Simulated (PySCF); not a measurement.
SMILES C(C)(=O)[SiH2][SiH2]S, GFN2-xTB optimised geometry.

```
14

C     -0.82    -2.77     0.00
C     -0.01    -1.51     0.00
O      1.20    -1.51     0.00
Si    -0.89     0.20     0.00
Si     0.97     1.57     0.05
S      0.36     3.65     0.06
H     -1.48    -2.77     0.86
H     -0.19    -3.65     0.01
H     -1.45    -2.78    -0.89
H     -1.81     0.22     1.15
H     -1.77     0.24    -1.18
H      1.80     1.55    -1.14
H      1.81     1.43     1.25
H     -0.28     3.64     1.22
```

Density from CAM-B3LYP/def2-TZVP (PySCF) at that geometry.

Minimum of the electron density along straight lines between bonded atoms, close to the bond critical point (lines longer than 1.1 times the sum of covalent radii, or with two minima, are not listed):

```tsv
bond	length / Å	ρ at the minimum / e bohr⁻³	∇²ρ there / e bohr⁻⁵	position (fraction from the first atom)
C1–C2	1.498	0.267	-0.72	0.49
C2–O3	1.214	0.416	-0.11	0.34
C2–Si4	1.923	0.116	0.14	0.62
Si4–Si5	2.314	0.101	-0.19	0.52
Si5–S6	2.171	0.094	0.08	0.36
C1–H7	1.088	0.278	-0.95	0.64
C1–H8	1.088	0.281	-0.98	0.65
C1–H9	1.088	0.277	-0.95	0.64
Si4–H10	1.472	0.123	0.17	0.49
Si4–H11	1.469	0.124	0.17	0.49
Si5–H12	1.457	0.128	0.17	0.50
Si5–H13	1.463	0.127	0.17	0.49
S6–H14	1.324	0.221	-0.66	0.63
```
